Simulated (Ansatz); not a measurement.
Consider the redistribution: `[AlH2][BH][GeH3]` + `OC(F)[SiH3]` → `O[BH][AlH2]` + `F[CH]([SiH3])[GeH3]`.

Isolated molecules relaxed with PBE0-D4/def2-TZVP in Ansatz; ΔE leaves out vibrations. CCSD(T)/CBS adds triple-zeta CCSD(T) − MP2 to the extrapolated MP2 energy (def2 sets, frozen cores). Functionals use def2-TZVPP. B3LYP here is the variant with VWN-RPA as its local correlation; programs differ in this. For Ge outer-core shells are correlated without core-valence functions, which leaves a few kJ/mol of doubt a bond. Scalar relativity is left out up to krypton. Each species was taken in one conformer, which may not be the lowest.

```tsv
level	ΔE (kcal/mol)
r2SCAN	-36.8
B3LYP	-37.8
```

Task: What does CCSD(T)/CBS give? (An estimate is asked.)

Result: Ansatz gave: -38.6 kcal/mol. The listed levels differ from it by 1.8, 0.8 kcal/mol.

Largest T1 diagnostic among the species: 0.014.

In def2-TZVPP, CCSD(T) changes the Hartree–Fock value by −2.0 kcal/mol (the triples alone add −0.4 kcal/mol) and MP2 by −4.2 kcal/mol.
